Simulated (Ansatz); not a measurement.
Basis-set extrapolation for BH8Si3, SMILES `[SiH2]B([SiH3])[SiH3]` radical (PBE0-D4/def2-TZVP geometry, frozen core, Ansatz). Multiplicity 2, UHF reference.

|  | cc-pV(T+d)Z | cc-pV(Q+d)Z |
| --- | --- | --- |
| HF | -896.119557 | -896.131186 |
| MP2 correlation | -0.464011 | -0.496292 |
| CCSD(T) correlation | -0.560917 | not run |

Energies in hartree. Use E(X) = E(∞) + A·exp(−5.46·√X) for Hartree–Fock and E(X) = E(∞) + B·X^(−3.05) for correlation, with X = 3 and 4, and add CCSD(T) minus MP2 of the smaller set to the MP2 limit.

Problem. What is the CCSD(T) energy at the basis-set limit?

Solution. HF limit: -896.131186 + (-0.011629) × 0.30130 = -896.13469. MP2 limit: -0.496292 + (-0.032281) × 0.71189 = -0.51927. Higher-order term: -0.560917 − (-0.464011) = -0.09691. Total: -896.75087 hartree, 184.8 kJ/mol below CCSD(T)/cc-pV(T+d)Z.
